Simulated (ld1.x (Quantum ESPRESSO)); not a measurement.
## Building the TM potential for oxygen (PBEsol, scalar-relativistic).

- Element: oxygen
- Generator: ld1.x (Quantum ESPRESSO) 7.5
- Type: norm-conserving Troullier–Martins (Kleinman–Bylander form)
- Functional: PBEsol
- Relativity: scalar-relativistic
- Frozen core: [He]
- Valence charge: 6
- Reference configuration: 2s2 2p2 (charge +2)
- Partial waves: 2s (bound): rc 0.85 bohr; 2p (bound): rc 1.20 bohr; 3d channel at 0.05 Ry: rc 1.10 bohr
- Local potential: all-electron potential smoothed inside 1.05 bohr (lloc = -2)
- Core correction: none

* Cutoffs needed: 110 Ry and 180 Ry (the cutoffs (Ry, on a coarse ladder) from which the occupation-weighted sum of valence levels, in a spherical-Bessel basis at the reference potential, stays within 10 and 1 mRy of its value at 400 Ry)
* Ghost test: no extra level below or beside the all-electron valence levels (s, p, d, f tested) (spherical-Bessel basis up to 400 Ry, 20 bohr box)
* Largest excitation error: +550 meV (all-electron minus pseudo) for 2s2 2p0, out of 7 test configurations
